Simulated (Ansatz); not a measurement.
Process, species as SMILES: [WH5] (WH5) -> [WH5] (WH5) as singlet, charge +1 + e-
Each molecule is optimised on its own at B3LYP-D3(BJ)/def2-TZVP (Ansatz, an electronic-structure program). Frequencies are from Ansatz. High T1 diagnostic, so coupled cluster is less sure: [WH5] (WH5) as singlet, charge +1. [WH5] (WH5): The spin state was set by rule; other spins were not relaxed. [WH5] (WH5) as singlet, charge +1: The spin state was set by rule; other spins were not relaxed.

Wanted: adiabatic ionisation energy (0 K, with B3LYP-D3(BJ) harmonic zero-point energies), in eV. Valence correlation only, unless marked. Open shells are spin-unrestricted. Spin-orbit coupling is left out. Frozen are the shells of the preceding noble gas and the d and f shells that filled before the atom's block. Past Kr the def2 sets carry scalar-relativistic core potentials. Basis-set limits of correlation are two-point, X^-3; Hartree-Fock from the larger set. The bracket is a focal-point correction in the basis named.

```csv
level,program,adiabatic ionisation energy (eV)
PBE/def2-TZVPD,Ansatz,8.60
PBE-D4/def2-TZVPD,Ansatz + dftd4,8.64
BLYP-D3(BJ)/def2-TZVPD,Ansatz + dftd3,8.48
PBE0/def2-SVP,Ansatz,8.71
PBE0/def2-TZVPD,Ansatz,8.69
r2SCAN0-D4/def2-TZVPD,Ansatz + dftd4,8.85
r2SCAN0/def2-TZVPD,Ansatz,8.83
CAM-B3LYP-D4/def2-TZVPD,Ansatz + dftd4,8.77
SCS-MP2/def2-SVP,Ansatz,8.34
"RI-MP2/CBS(def2-TZVPPD,def2-QZVPPD)+[CCSD(T)-MP2]/def2-TZVPPD",Ansatz,___
```

**Question.** What belongs in the gaps?

**Answer.** 
- RI-MP2/CBS(def2-TZVPPD,def2-QZVPPD)+[CCSD(T)-MP2]/def2-TZVPPD, adiabatic ionisation energy (eV): 8.68
